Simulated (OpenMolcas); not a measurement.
# Sn+: CASPT2 settings compared

```yaml
Program: OpenMolcas 26.06
Basis: ANO-RCC-VDZ [6s5p2d]
Scalar_Hamiltonian: X2C, point nucleus
Active_space: 3 electrons in 8 orbitals (5s 5p 6s 6p)
State_averaging: 2S+1 = 2 odd, 3 roots; 2S+1 = 2 even, 5 roots (0 in the spin-orbit step); 2S+1 = 4 even, 3 roots kept (CI in the orbitals of an earlier block)
Spin-orbit_coupling: state interaction with AMFI integrals over the reference wave functions, term energies averaged over their components
```

Methods on the same reference wave functions:
A. CASSCF
B. SS-CASPT2, IPEA 0.3 Eh, sigma1 regulariser 0.1 Eh (closed shells correlated: 4s 4p 4d)
C. XMS-CASPT2, IPEA 0.6 Eh, real shift 0.5 Eh (closed shells correlated: 4d)
D. XMS-CASPT2, IPEA 0.4 Eh, sigma1 regulariser 0.15 Eh (closed shells correlated: none)

Energies in cm⁻¹ above 5s² 5p ²P°_1/2, the measured ground level; measured values from NIST Handbook of Basic Atomic Spectroscopic Data.

| Level | A | B | C | D | Measured |
| --- | --- | --- | --- | --- | --- |
| 5s² 5p ²P°_1/2 | 0.0 | 0.0 | 0.0 | 0.0 | 0.0 |
| 5s² 5p ²P°_3/2 | 3792 | 3790 | 3790 | 3790 | 4251 |
| 5s 5p² ⁴P_1/2 | 40305 | 41020 | 40900 | 40310 | 46464 |
| 5s 5p² ⁴P_3/2 | 41823 | 42540 | 42420 | 41820 | 48368 |
| 5s 5p² ⁴P_5/2 | 44353 | 45070 | 44950 | 44350 | 50730 |

Deviations, from unrounded energies. A percentage is the sum of absolute deviations over the sum of measured energies, with the sign that they share, or ± where signs differ.

```tsv
Against measurement	Levels	A	B	C	D
mean absolute deviation (cm-1)	4	4900	4300	4400	4900
fine structure of the ground term (%)	1	-10.8	-10.8	-10.8	-10.8
other configurations (%)	3	-13.1	-11.6	-11.9	-13.1
```

B, C lie about equally close to measurement and A furthest from it. The largest miss of B in the table is 5s 5p² ⁴P_3/2, by -5800 cm-1. The ranking rests on the paired levels alone, and a cruder setting can come out closer through cancelling errors.

Among B to D the level of the table that moves most is 5s 5p² ⁴P_1/2, by 710 cm-1 (lowest in D, highest in B). Moves below CASPT2's spread within the term are not significant.

The lowest spin-free term lies below A's lowest term by 0.011 hartree in B, 0.006 hartree in C, -0.000 hartree in D.

Term energies are means over components that CASPT2 splits; among the terms shown or strongly mixed into the levels shown the widest spread is 10 cm-1 (5s² 5p ²P°, C). Some high roots are left out of the spin-orbit mixing, which shifts the levels that they would mix with. Terms from blocks run as CI alone lack orbitals of their own. Active for correlation alone: 6p 6s; no level in the range computed is led by a configuration that fills them, so any true level of that kind is missing. Terms of s pⁿ other than that of highest spin mix with s² pⁿ⁻² d, which this space lacks; all of them can be thousands of cm-1 off, and some have no real level of that name. Computed and measured levels are paired by configuration, term and J; levels that our copy of the source lacks, or whose pairing is in doubt (as where it misses far off the trend of its configuration), stay unpaired and out of the deviations. Only configurations of the active space appear.

° marks odd parity.
